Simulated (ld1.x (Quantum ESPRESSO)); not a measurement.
# Building the TM potential for tantalum (Ta) (LDA (PZ), scalar-relativistic).

ld1.x (Quantum ESPRESSO) 7.5 input, shortened:

```
&input
   title='Ta', zed=73., rel=1, dft='PZ', iswitch=3,
   config='[Xe] 4f14 5d3 6s2 6p0'
 /
 &inputp
   pseudotype=2, tm=.true., lloc=1,
   nlcc=.false.
 /
3
5S  1  0   2.00   0.00  1.75  1.75  0.0
5D  3  2   3.00   0.00  3.66  3.66  0.0
5P  2  1   6.00   0.00  2.10  2.10  0.0
 &test
   configts(1)='5s2 5p6 5d3 6s2 6p0'
 /
```

Occupied shells without a wave of their own: 6s. They enter only through the test configuration that unscreens the potential.

Poles of the logarithmic derivatives, all-electron (AE) and pseudo (PS). s: poles at 0.0, 3.5 (AE) and 0.0, 3.6 (PS) Ry. p: poles at 0.8, 4.5 (AE) and 0.7, 4.1 (PS) Ry. d: poles at -0.2, 2.3 (AE) and -0.2, 2.6 (PS) Ry. Test radius 3.97 bohr.

* Cutoffs needed: 50 Ry and 70 Ry (the cutoffs (Ry, on a coarse ladder) from which the occupation-weighted sum of valence levels, in a spherical-Bessel basis at the reference potential, stays within 10 and 1 mRy of its value at 400 Ry)
* Ghost test: no extra level below or beside the all-electron valence levels (s, d, p, f tested) (spherical-Bessel basis up to 400 Ry, 20 bohr box)
* Largest excitation error: -372 meV (all-electron minus pseudo) for 5s2 5p5 5d3 6s2 6p0, out of 7 test configurations
